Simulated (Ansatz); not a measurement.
Gas-phase reaction in SMILES: NBN → N[B]N + H atom (the B-H bond at the site shown breaks; other sites are not compared here)
Geometries: B3LYP-D3(BJ)/def2-TZVP minima from Ansatz (a quantum-chemistry and plane-wave program), one conformer each, not searched for the lowest. Frequencies are from Ansatz.

Property: bond dissociation energy (0 K, with B3LYP-D3(BJ) harmonic zero-point energies), in kJ/mol. Cores are frozen in the correlated levels unless marked. Open shells are spin-unrestricted. No spin-orbit coupling. Non-relativistic. CBS(X,Y): correlation extrapolated as X^-3; Hartree-Fock from the larger set.

| level | program | bond dissociation energy (kJ/mol) |
|---|---|---|
| PBE-D3(BJ)/def2-TZVPD | Ansatz + dftd3 | 418.1 |
| r2SCAN-D4/def2-TZVPD | Ansatz + dftd4 | 417.3 |

Task: What does CCSD(T)/CBS(cc-pVTZ,cc-pVQZ) (Ansatz) give?

Result: 442.5 kJ/mol, so r2SCAN-D4/def2-TZVPD differs from it by -25.2 kJ/mol.
